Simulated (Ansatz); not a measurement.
A run for Ansatz (a program for electronic structure): R-BHLYP/def2-TZVPP on H4O4Sn (SMILES [OH][Sn]([OH])([OH])[OH]). Elements past Kr take the def2 small-core potentials; no spin–orbit coupling.

Ansatz 0.2 input:
```yaml
crystal:
  periodic: [false, false, false]
  atoms:
    - {symbol: Sn, position_ang: [-0.00008731, 0.00003093, -0.00007066]}
    - {symbol: O, position_ang: [1.06413482, 1.26239099, 1.05170289]}
    - {symbol: H, position_ang: [1.93803838, 0.91355050, 1.26298173]}
    - {symbol: O, position_ang: [1.27681231, -1.23497948, -0.82269239]}
    - {symbol: H, position_ang: [0.92526405, -2.13051301, -0.88927159]}
    - {symbol: O, position_ang: [-1.07455357, 1.08204396, -1.22778400]}
    - {symbol: H, position_ang: [-0.70329185, 1.96272471, -1.35621302]}
    - {symbol: O, position_ang: [-1.26658782, -1.10934163, 0.99872118]}
    - {symbol: H, position_ang: [-2.15972901, -0.74590697, 0.98262587]}
basis:
  gaussian:
    orbitals: def2-TZVPP
hamiltonian:
  xc: {name: BHLYP}
scf: {lower_state_search: off}
```

The log:

```
WARN ansatz: RAYON_NUM_THREADS=4 ignored (pool sized by the plan → 4); use --threads N
Functional definition: BHLYP
these checks for a lower state are left out or cut short: stability, starts, cluster_reference, orbital_swaps, neighbouring_geometries, increment
integrals: 0.15 GiB planned
1428 factors; their error is unknown
mean field: 1.41 GiB planned
mean field evaluation 1: about -14070.9782 eV, gradient 9.2e1 eV
mean field evaluation 2: about -14061.7313 eV, gradient 1.2e2 eV
mean field evaluation 4: about -14084.4016 eV, gradient 1.3e0 eV
mean field evaluation 8: about -14084.5930 eV, gradient 4.2e-1 eV
mean field evaluation 16: about -14084.5932 eV, gradient 2.4e-5 eV
mean field -14084.59316731 eV, -517.5992520185 hartree, gradient 2.0e-6 eV, S^2 0.000000; 0 other end points of the search recorded, 0 dependent functions left out
reference -14084.59334544 eV, -517.5992585648 hartree; 29, 29 occupied and 201, 201 virtual orbitals, 1428 factors
Total energy: -14084.59334544 eV, -517.5992585648 hartree
Checks for a lower state left out: stability, starts, cluster_reference, orbital_swaps, neighbouring_geometries, increment
```

The run converged.

Cost: roughly 7 core-seconds.
